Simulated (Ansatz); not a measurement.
`O[Si]([SiH3])(S)Cl`, charge 0, multiplicity 1.

(1) Give a relaxed structure at PBE0-D4/def2-TZVP (Ansatz 0.2.0). (An estimate is asked.)

## Answers

(1) The calculation gave: 
Z-matrix (Å, degrees):
```
Si
Si 1 2.331
S 1 2.138 2 114.0
O 1 1.634 2 108.0 3 119.4
Cl 1 2.067 2 108.4 3 -119.9
H 2 1.486 1 110.5 3 178.8
H 2 1.486 1 107.8 3 59.0
H 2 1.486 1 109.5 3 -60.0
H 3 1.343 1 93.8 2 -84.0
H 4 0.961 1 118.0 2 -177.4
```
This is one stationary point; other conformers may exist.
